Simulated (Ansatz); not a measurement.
Reaction (ligand exchange at a B–C bond): `B[CH2][SnH2][F]` + `C[NH][ZnH]` → `B[N](C)[ZnH]` + `[CH3][SnH2][F]`

Isolated molecules relaxed with PBE0-D4/def2-TZVP in Ansatz; ΔE leaves out vibrations. CCSD(T)/CBS adds triple-zeta CCSD(T) − MP2 to the extrapolated MP2 energy (def2 sets, frozen cores). DFT in def2-TZVPP. Elements past krypton have def2 core potentials. For Sn, Zn outer-core shells are correlated without core-valence functions, which leaves a few kJ/mol of doubt a bond. Scalar relativity is left out up to krypton. One conformer a species, not always the lowest.

`B[CH2][SnH2][F]`:

```xyz
10

B    -1.259    0.552   -0.761
C    -0.561   -0.755   -0.429
Sn    1.020    0.061    0.827
F     2.567   -0.070   -0.311
H    -0.871    1.233   -1.667
H    -2.137    0.967   -0.058
H    -1.067   -1.475    0.215
H     0.035   -1.241   -1.203
H     0.932    1.707    1.249
H     1.341   -0.978    2.137
```

`C[NH][ZnH]`:

```xyz
8

C    -0.789    0.379   -0.643
N     0.450    0.356    0.097
Zn    1.121   -0.977    1.121
H    -0.637    0.509   -1.724
H    -1.330   -0.563   -0.518
H    -1.469    1.176   -0.311
H     0.966    1.215   -0.005
H     1.687   -2.095    1.983
```

`B[N](C)[ZnH]`:

```xyz
10

B    -0.354    1.245   -0.511
N     0.047    0.044    0.049
C    -0.456   -1.241   -0.385
Zn    1.281    0.408    1.379
H     0.131    2.266   -0.070
H    -1.157    1.298   -1.405
H    -1.174   -1.110   -1.201
H     0.350   -1.888   -0.746
H    -0.961   -1.772    0.428
H     2.292    0.749    2.463
```

`[CH3][SnH2][F]`:

Cartesian coordinates in Å:
```
C 0.487 0.529 0.917
Sn -0.532 -0.387 -0.707
F 0.869 -1.241 -1.727
H 0.988 -0.237 1.508
H 1.228 1.227 0.529
H -0.218 1.068 1.551
H -1.248 0.705 -1.805
H -1.573 -1.664 -0.267
```

```json
{"level": "r2SCAN", "ΔE (eV)": "-1.39"}
{"level": "HF/CBS(def2)", "ΔE (eV)": "-1.42"}
```

(1) What does CCSD(T)/CBS give? (Best estimate.)

Largest T1 diagnostic among the species: 0.016.

Results:

(1) Ansatz gave: -1.38 eV. The listed levels differ from it by -0.01, -0.04 eV.
